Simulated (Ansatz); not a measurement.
Compare A (`C/C(O)=N\[SiH3]`) with its isomer B (`OC1C[SiH2]N1`).

Isolated molecules relaxed with PBE0-D4/def2-TZVP in Ansatz; ΔE leaves out vibrations. CCSD(T)/CBS is the MP2 limit (def2-TZVPP, def2-QZVPP) plus CCSD(T) − MP2 in def2-TZVPP, frozen cores. DFT in def2-TZVPP. B3LYP here is the variant with VWN-RPA as its local correlation; programs differ in this. Each species was taken in one conformer, which may not be the lowest.

(1) Which isomer does CCSD(T)/CBS put lower? Give the gap. (Best estimate.)

(2) Give E(B) − E(A) in kJ/mol with MP2/def2-TZVPP, CCSD(T)/def2-TZVPP, B3LYP, B3LYP-D4, CCSD/def2-TZVPP, HF/def2-TZVPP, ωB97M-V. (An estimate is asked.)

Largest T1 diagnostic: 0.013.

## Answers

(1) Ansatz gave: A, by 42.5 kJ/mol.

(2) Ansatz gave: MP2/def2-TZVPP 42.1, CCSD(T)/def2-TZVPP 47.2, B3LYP 65.3, B3LYP-D4 62.9, CCSD/def2-TZVPP 45.6, HF/def2-TZVPP 72.6, ωB97M-V 43.9. None reverses the order clearly.

From PBE to PBE0 (25 % exact exchange), in def2-TZVPP and without D4, E(B) − E(A) moves by −10.0 kJ/mol. In def2-TZVPP, CCSD(T) changes the Hartree–Fock value by −25.4 kJ/mol (the triples alone add +1.6 kJ/mol) and MP2 by −30.5 kJ/mol.
